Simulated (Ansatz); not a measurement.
Relaxation of CH7BrSi (10 atoms, charge 0, multiplicity 1), to a largest force component of 0.03 eV/Å in at most 50 steps.

The calculation used RKS LDA/def2-SVP in Ansatz 0.2.0.

```xyz
10
Properties=species:S:1:pos:R:3
Si -0.746 0.565 -0.229
Br 1.440 -1.822 -1.834
H -1.525 -0.530 -0.905
H -1.701 1.668 0.150
C 0.183 -0.053 1.267
H 1.051 -0.396 -1.952
H 0.167 1.134 -1.212
H -0.506 -0.510 2.007
H 0.907 -0.828 0.942
H 0.730 0.773 1.766
```

Problem. Where does it end, and by what steps?

Solution. The run converged. The force dipped under the threshold on the way, but the program's further checks kept it going. After 10 steps the energy has fallen by 0.077 eV; Br2 moved furthest, 0.35 Å.

```tsv
step	energy less start (eV)	largest force component (eV/Å)	accepted
0	0.0000	0.866	yes
1	-0.0387	0.367	yes
2	-0.0645	0.179	yes
3	-0.0675	0.055	yes
4	-0.0475	0.452	no
5	-0.0723	0.048	yes
6	-0.0744	0.062	yes
7	-0.0747	0.060	yes
8	-0.0764	0.021	yes
9	-0.0755	0.069	no
10	-0.0766	0.010	yes
```

```xyz
10
Properties=species:S:1:pos:R:3
Si -0.818 0.549 -0.218
Br 1.730 -1.629 -1.834
H -1.741 -0.494 -0.788
H -1.611 1.784 0.123
C 0.170 -0.094 1.225
H 1.010 -0.364 -1.726
H 0.126 0.948 -1.345
H -0.501 -0.464 2.029
H 0.814 -0.935 0.886
H 0.820 0.700 1.648
```

Whether the end is a true minimum wasn't checked by a vibrational analysis.

The run took 6.2 s on 2 threads of Intel(R) Xeon(R) 6975P-C (Granite Rapids) (shared host), peak memory 0.15 GiB.
